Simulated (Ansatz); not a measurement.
Reaction (formal exchange of groups at the Al–Sn bond): `[OH][Al]([SiH3])[SnH3]` + `CCF` → `[OH][Al]([F])[SiH3]` + `C[CH2][SnH3]`

Calculated with Ansatz (gas phase, PBE0-D4/def2-TZVP geometries, no zero-point term in ΔE). CCSD(T)/CBS adds triple-zeta CCSD(T) − MP2 to the extrapolated MP2 energy (def2 sets, frozen cores). Functionals use def2-TZVPP. B3LYP here is the variant with VWN-RPA as its local correlation; programs differ in this. Elements past krypton have def2 core potentials. For Sn outer-core shells are correlated without core-valence functions, which leaves a few kJ/mol of doubt a bond. Each species was taken in one conformer, which may not be the lowest.

`[OH][Al]([SiH3])[SnH3]`:

Cartesian coordinates in Å:
```
O -2.318 0.032 -0.229
Al -0.633 -0.002 -0.009
Si 0.316 -0.380 2.231
Sn 0.738 0.384 -2.249
H -2.948 -0.087 0.481
H -0.729 -0.510 3.289
H 1.216 0.744 2.619
H 1.137 -1.626 2.251
H 0.300 -0.721 -3.479
H 2.425 0.212 -2.016
H 0.496 1.953 -2.889
```

`CCF`:

```xyz
8

C     0.152    0.715    0.240
C    -0.114   -0.666   -0.292
F    -0.769   -1.427    0.664
H     0.668    1.312   -0.516
H     0.780    0.672    1.132
H    -0.782    1.218    0.496
H     0.815   -1.186   -0.544
H    -0.751   -0.638   -1.181
```

`[OH][Al]([F])[SiH3]`:

Cartesian coordinates in Å:
```
O -1.773 0.425 1.238
Al -0.885 0.428 -0.195
F -1.554 1.067 -1.564
Si 1.357 -0.516 -0.209
H -2.660 0.767 1.339
H 2.190 0.114 0.852
H 1.299 -1.979 0.060
H 2.025 -0.306 -1.521
```

`C[CH2][SnH3]`:

```xyz
11

C    -1.236    0.183   -0.848
C     0.070    0.742   -0.303
Sn    1.110   -0.634    0.980
H    -1.073   -0.723   -1.437
H    -1.932   -0.074   -0.045
H    -1.741    0.905   -1.496
H     0.752    1.007   -1.114
H    -0.104    1.654    0.273
H     1.471   -2.066    0.116
H     0.117   -1.041    2.313
H     2.567    0.047    1.561
```

Q: Is it downhill or uphill in electronic energy at CCSD(T)/CBS, and by how much? (Best estimate.)

A: The calculation gave: Downhill: ΔE = -202.6 kJ/mol.

Q: What do these levels give: r2SCAN, PBE0, B3LYP, HF/def2-QZVPP, SCS-MP2/def2-QZVPP, CCSD/CBS(def2)? (Best estimate.)

A: Computed: r2SCAN -189.0, PBE0 -178.3, B3LYP -187.0, HF/def2-QZVPP -191.8, SCS-MP2/def2-QZVPP -212.6, CCSD/CBS(def2) -202.4 kJ/mol.

Largest T1 diagnostic among the species: 0.014.

From PBE to PBE0 (25 % exact exchange), in def2-TZVPP and without D4, ΔE moves by −4.5 kJ/mol. In def2-TZVPP, CCSD(T) changes the Hartree–Fock value by −12.1 kJ/mol (the triples alone add −0.2 kJ/mol) and MP2 by −27.6 kJ/mol.
